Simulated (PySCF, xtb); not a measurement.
C₄H₃BO, SMILES B(C#C)(O)C#C.

GFN2-xTB in xtb at its own geometry gives an orbital gap of 4.31 eV and a dipole moment of 1.62 D.

The structure is a stationary point at PBE-D3(BJ)/def2-SVP. One conformer was computed; it need not be the lowest.

What does PBE/def2-TZVP (PySCF) give? (The exact figures need the calculation; the answer reports its results.)

gap 4.09 eV (levels -6.83 and -2.74 eV), dipole 1.45 D.
